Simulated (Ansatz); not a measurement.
Isolated molecules relaxed with PBE0-D4/def2-TZVP in Ansatz; ΔE leaves out vibrations. CBS: MP2 limit from def2 TZ/QZ plus the TZ coupled-cluster correction, frozen cores. Functionals use def2-TZVPP. B3LYP here is the variant with VWN-RPA as its local correlation; programs differ in this. For Br outer-core shells are correlated without core-valence functions, which leaves a few kJ/mol of doubt a bond. Scalar relativity is left out up to krypton. One conformer a species, not always the lowest.

`[SiH3]C[SiH2]Br` + `BB(C)CCl` → `BB(C)C[SiH3]` + `ClC[SiH2]Br`  (redistribution)

```json
{"level": "PBE0-D4", "ΔE (kJ/mol)": "11.5"}
{"level": "ωB97M-V", "ΔE (kJ/mol)": "12.6"}
{"level": "B3LYP", "ΔE (kJ/mol)": "13.4"}
{"level": "MP2/CBS(def2)", "ΔE (kJ/mol)": "10.2"}
```

Question: What does CCSD(T)/CBS give? (An estimate is asked.)

Answer: Ansatz gave: +11.0 kJ/mol. The listed levels differ from it by 0.5, 1.6, 2.4, -0.8 kJ/mol.

Largest T1 diagnostic among the species: 0.011.

In def2-TZVPP, CCSD(T) changes the Hartree–Fock value by −4.2 kJ/mol (the triples alone add −0.4 kJ/mol) and MP2 by −5.0 kJ/mol.
